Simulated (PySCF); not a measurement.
Mg(NMe2)(SH) (C2H7MgNS), SMILES C[N](C)[Mg][SH].

The structure is a stationary point at TPSSh-D3(BJ)/def2-SVP. The structure was generated by enumeration; whether it is a known compound was not checked. The values are those of a single conformer.

The numbers are results of TDA-PBE/def2-SVPD run with PySCF 2.14.0, not measurements.

Vertical excitations. The molecule is in vacuum.

**Question.** Estimate the UV-visible absorptions. (An estimate is asked for; the answer gives what the named calculation found.)

**Answer.** 
```csv
state,energy (eV),λ (nm),f,main pairs
S1,2.58,480,0.015,HOMO→LUMO 100 %
S2,3.61,343,0.000,HOMO→LUMO+2 95 %
S3,3.92,316,0.080,HOMO→LUMO+1 89 %
S4,4.09,303,0.046,HOMO−1→LUMO 100 %
S5,4.24,292,0.001,HOMO→LUMO+3 100 %
S6,4.73,262,0.013,HOMO→LUMO+4 100 %
S7,5.09,244,0.000,HOMO−1→LUMO+1 98 %
S8,5.13,242,0.046,"HOMO−1→LUMO+2 50 %, HOMO−2→LUMO 47 %"
S9,5.43,228,0.000,HOMO→LUMO+5 99 %
S10,5.48,226,0.040,HOMO→LUMO+6 73 %
T1,2.36,525,0,HOMO→LUMO 100 %
T2,3.36,369,0,HOMO→LUMO+1 96 %
T3,3.58,347,0,HOMO→LUMO+2 97 %
T4,3.83,324,0,HOMO−1→LUMO 99 %
```
Triplets are in the Tamm–Dancoff approximation.
